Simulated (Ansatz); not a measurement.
The lowest singlet and triplet of ClGa (SMILES [Cl][Ga]); geometries from B3LYP-D3(BJ)/def2-TZVP, each state relaxed from the structure named, with no frequency check.
Singlet at the triplet's geometry (charge 0, multiplicity 1):
```xyz
2

Cl     0.0000     0.0000    -1.4187
Ga     0.0000     0.0000     0.7780
```

```json
[
 {"level": "R-HF/def2-TZVPP", "gap E(singlet) − E(triplet), vertical, at the triplet's geometry (kcal/mol)": "-60.56", "cost": "-"},
 {"level": "R-HF/def2-QZVPP", "gap E(singlet) − E(triplet), vertical, at the triplet's geometry (kcal/mol)": "-59.98", "cost": "-"},
 {"level": "R-PBE/def2-TZVPP", "gap E(singlet) − E(triplet), vertical, at the triplet's geometry (kcal/mol)": "-81.94", "cost": "×1"},
 {"level": "R-r2SCAN/def2-TZVPP", "gap E(singlet) − E(triplet), vertical, at the triplet's geometry (kcal/mol)": "-77.72", "cost": "×2"},
 {"level": "U-r2SCAN/def2-TZVPP", "gap E(singlet) − E(triplet), vertical, at the triplet's geometry (kcal/mol)": "-77.72", "cost": "×2"},
 {"level": "R-B3LYP/def2-TZVPP", "gap E(singlet) − E(triplet), vertical, at the triplet's geometry (kcal/mol)": "-84.67", "cost": "×0.7"},
 {"level": "R-wB97X-V/def2-TZVPP", "gap E(singlet) − E(triplet), vertical, at the triplet's geometry (kcal/mol)": "-83.69", "cost": "×1"},
 {"level": "U-wB97X-V/def2-TZVPP", "gap E(singlet) − E(triplet), vertical, at the triplet's geometry (kcal/mol)": "-83.71", "cost": "×2"},
 {"level": "R-wB97M-V/def2-TZVPP", "gap E(singlet) − E(triplet), vertical, at the triplet's geometry (kcal/mol)": "-84.61", "cost": "×1"},
 {"level": "R-B2PLYP/def2-TZVPP", "gap E(singlet) − E(triplet), vertical, at the triplet's geometry (kcal/mol)": "-81.92", "cost": "×0.8"},
 {"level": "R-MP2/def2-QZVPP", "gap E(singlet) − E(triplet), vertical, at the triplet's geometry (kcal/mol)": "-74.68", "cost": "-"},
 {"level": "R-SCS-MP2/def2-SVP", "gap E(singlet) − E(triplet), vertical, at the triplet's geometry (kcal/mol)": "-75.96", "cost": "-"},
 {"level": "R-CCSD/def2-TZVPP", "gap E(singlet) − E(triplet), vertical, at the triplet's geometry (kcal/mol)": "-76.86", "cost": "-"},
 {"level": "U-CCSD/def2-TZVPP", "gap E(singlet) − E(triplet), vertical, at the triplet's geometry (kcal/mol)": "-76.86", "cost": "-"},
 {"level": "R-CCSD(T)/def2-TZVPP", "gap E(singlet) − E(triplet), vertical, at the triplet's geometry (kcal/mol)": "-77.15", "cost": "×1"},
 {"level": "R-CCSDT/def2-TZVPP", "gap E(singlet) − E(triplet), vertical, at the triplet's geometry (kcal/mol)": "-77.06", "cost": "-"},
 {"level": "SA-CASSCF(2,3)/def2-TZVPP", "gap E(singlet) − E(triplet), vertical, at the triplet's geometry (kcal/mol)": "-76.75", "cost": "-"},
 {"level": "SC-NEVPT2 on SA-CASSCF(2,3)/def2-QZVPP", "gap E(singlet) − E(triplet), vertical, at the triplet's geometry (kcal/mol)": "-78.79", "cost": "-"},
 {"level": "FIC-NEVPT4(SD) on SA-CASSCF(2,3)/def2-TZVPP", "gap E(singlet) − E(triplet), vertical, at the triplet's geometry (kcal/mol)": "-78.23", "cost": "-"},
 {"level": "FIC-MRCISD+Q on SA-CASSCF(2,3)/def2-QZVPP", "gap E(singlet) − E(triplet), vertical, at the triplet's geometry (kcal/mol)": "-78.04", "cost": "-"}
]
```

The rows run from -84.67 (R-B3LYP/def2-TZVPP) to -59.98 kcal/mol (R-HF/def2-QZVPP). In def2-TZVPP the value moves R-HF -60.56, R-CCSD -76.86, R-CCSD(T) -77.15, a shift of -16.59 from R-HF to R-CCSD(T). The 6 R-functionals in def2-TZVPP without D3 or D4 span 6.95, from R-B3LYP to R-r2SCAN.

A positive gap puts the triplet lower; no zero-point energy. R- takes a restricted singlet. U- takes an unrestricted singlet (broken symmetry where lower, unprojected). The triplet is unrestricted in single-reference levels. Active spaces average the two states.

Cores are frozen in the correlated methods. Filled d and f shells under p-block atoms count as core.

The values were computed with Ansatz (an electronic-structure program) with Gaussian orbitals. Values without a source in brackets are computed.

Costs are rough ratios of core time to R-PBE/def2-TZVPP (about 8 s over the structures, on one shared machine); a dash marks a level with no comparable run of its own.
